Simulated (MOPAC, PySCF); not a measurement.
[W(F)5(OH)], neutral singlet in the gas phase. 

Cartesian coordinates (Å):
```xyz
8

W     -0.0702    -0.0311    -0.0133
F     -1.6082     0.5302     0.8888
F     -0.7852    -1.7515    -0.1612
F      1.5195    -0.6323    -0.7908
F      0.7021     1.6489     0.2588
F      0.6248    -0.5403     1.6399
O     -0.7634     0.4724    -1.6473
H     -1.1386     0.7309    -2.5017
```
Charge 0, multiplicity 1.

All levels are single points at this geometry (TPSS-D3(BJ)/def2-SVP); Pople sets use spherical d functions. Orbital energies aren't observables, and empty levels follow the basis.

| level | HOMO (eV) | LUMO (eV) | gap (eV) | dipole (D) | vertical IE, Delta-SCF (eV) |
|---|---|---|---|---|---|
| PBE-D3(BJ)/def2-TZVP in PySCF | -9.51 | -4.72 | 4.79 | 3.85 | – |
| TPSSh-D3(BJ)/def2-TZVP in PySCF | -10.40 | -4.49 | 5.91 | 3.95 | – |
| B3LYP/6-311+G** (LANL2DZ on W) in PySCF | -11.53 | -5.28 | 6.25 | 4.34 | – |
| B3LYP/6-31G* (LANL2DZ on W) in PySCF | -10.87 | -4.50 | 6.37 | 4.05 | – |
| BP86/6-31G* (LANL2DZ on W) in PySCF | -9.31 | -4.81 | 4.51 | 3.87 | – |
| M06-2X/6-31G* (LANL2DZ on W) in PySCF | -13.14 | -3.69 | 9.45 | 4.21 | – |
| HF/6-31G* (LANL2DZ on W) in PySCF | -16.24 | -1.66 | 14.58 | 4.43 | 13.02 |
| PM6 in MOPAC | -12.38 | 0.45 | 12.83 | 4.04 | – |
| PM7 in MOPAC | -15.38 | -1.59 | 13.79 | 4.26 | – |
